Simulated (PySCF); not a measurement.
Ionisation energy of Cu by level of theory

Cu [Ar] 3d10 4s1 (2S) → Cu⁺ [Ar] 3d10 (1S), as a difference of total energies. Calculation: PySCF 2.14, in aug-cc-pVTZ-PP with one added diffuse shell each of s, p, d, f, g type with ECP10MDF (7s7p6d4f3g, 113 functions); scalar relativity through the core potential. Correlated levels: valence: 3s2 3p6 frozen. The calculations carry no spin-orbit coupling.

```tsv
method	ionisation energy (eV)	error (eV)
UHF	6.584	-1.142
LDA	8.632	+0.906
PBE	8.343	+0.617
PBE0	7.941	+0.215
r2SCAN	8.285	+0.559
wB97X	7.721	-0.005
LC-wPBE	7.785	+0.059
wB97M-V	7.658	-0.068
MP2 (valence)	7.672	-0.054
SCS-MP2 (valence)	7.503	-0.223
```

Reference: 7.726 eV (measured; NIST Atomic Spectra Database, ionization energies).

Errors of the correlated levels include the incompleteness of this basis and the frozen core.
